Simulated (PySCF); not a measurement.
Electron correlation in Br (bromine, neutral)

[Ar] 3d10 4s2 4p4 4d1, one real determinant (an excited configuration). Calculation: PySCF 2.14, in aug-cc-pVTZ-PP with ECP10MDF; a scalar-relativistic core potential. Frozen: 3s2 3p6 3d10; 7 electrons correlated.

```tsv
level	correlation energy (mhartree)
CCSD	-135.22
(T)	-4.94
CCSD(T)	-140.16
```

Diagnostics: T1 = 0.0078, D1 = 0.0234, largest double amplitude 0.091.

The real determinant used has ⟨L²⟩ near 8 against 12 for a pure F term, so it mixes terms. The outer electron is Rydberg-like, and this basis confines it to a smaller radius and binds it less than a complete one would.

Cost of the coupled-cluster step: roughly 1.9 core-seconds, for 7 correlated electrons.

Iterations:

```
CC2 = 0
CCSD nocc = (np.int64(5), np.int64(2)), nmo = (46, 46)
frozen orbitals [[0, 1, 2, 3, 4, 5, 6, 7, 8], [0, 1, 2, 3, 4, 5, 6, 7, 8]]
max_cycle = 100
direct = 0
conv_tol = 1e-08
conv_tol_normt = 1e-06
diis_space = 8
diis_start_cycle = 0
Init t2, MP2 energy = -0.114005840272423
Init E_corr(UCCSD) = -0.11400584027501
cycle = 1  E_corr(UCCSD) = -0.129530166108987  dE = -0.0155243258  norm(t1,t2) = 0.0426539
cycle = 2  E_corr(UCCSD) = -0.132876477249162  dE = -0.00334631114  norm(t1,t2) = 0.0182545
cycle = 3  E_corr(UCCSD) = -0.134761869231925  dE = -0.00188539198  norm(t1,t2) = 0.0123884
cycle = 4  E_corr(UCCSD) = -0.134934723428309  dE = -0.000172854196  norm(t1,t2) = 0.00851175
cycle = 5  E_corr(UCCSD) = -0.135206132570156  dE = -0.000271409142  norm(t1,t2) = 0.00341945
cycle = 6  E_corr(UCCSD) = -0.135218239035686  dE = -1.21064655e-05  norm(t1,t2) = 0.00065306
cycle = 7  E_corr(UCCSD) = -0.135214961954662  dE = 3.27708102e-06  norm(t1,t2) = 0.000244225
cycle = 8  E_corr(UCCSD) = -0.135216216023294  dE = -1.25406863e-06  norm(t1,t2) = 6.4184e-05
cycle = 9  E_corr(UCCSD) = -0.135215768944365  dE = 4.47078929e-07  norm(t1,t2) = 1.35063e-05
cycle = 10  E_corr(UCCSD) = -0.13521592626722  dE = -1.57322854e-07  norm(t1,t2) = 3.25327e-06
cycle = 11  E_corr(UCCSD) = -0.135215933811624  dE = -7.54440446e-09  norm(t1,t2) = 7.53849e-07
UCCSD converged
E(UCCSD) = -415.2556180226055  E_corr = -0.1352159338116243
UCCSD(T) correction = -0.0049440143157001
```

The reference is one real determinant that mixes LS terms of this configuration.
